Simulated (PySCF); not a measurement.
2-silylpropan-2-ol (C3H10OSi), SMILES CC(C)(O)[SiH3].

Coordinates come from a B3LYP-D3(BJ)/def2-SVP optimisation. The values are those of a single conformer.

These are PBE/def2-TZVP (PySCF) values and carry that method's errors.

Symmetry labels are those of the subgroup Cs that the program uses (full group Cs).

Question: List the valence orbital energies around the gap with their symmetry. (Estimate from the structure and the level; the computed values follow.)

Answer: 
```json
[
 {"orbital": "HOMO−7", "symmetry": "A'", "energy (eV)": "-10.09"},
 {"orbital": "HOMO−6", "symmetry": "A\"", "energy (eV)": "-9.60"},
 {"orbital": "HOMO−5", "symmetry": "A\"", "energy (eV)": "-8.67"},
 {"orbital": "HOMO−4", "symmetry": "A'", "energy (eV)": "-8.54"},
 {"orbital": "HOMO−3", "symmetry": "A'", "energy (eV)": "-8.10"},
 {"orbital": "HOMO−2", "symmetry": "A\"", "energy (eV)": "-8.09"},
 {"orbital": "HOMO−1", "symmetry": "A'", "energy (eV)": "-6.78"},
 {"orbital": "HOMO", "symmetry": "A\"", "energy (eV)": "-6.36"},
 {"orbital": "LUMO", "symmetry": "A'", "energy (eV)": "-0.23"},
 {"orbital": "LUMO+1", "symmetry": "A'", "energy (eV)": "0.28"},
 {"orbital": "LUMO+2", "symmetry": "A'", "energy (eV)": "0.54"},
 {"orbital": "LUMO+3", "symmetry": "A\"", "energy (eV)": "0.63"}
]
```
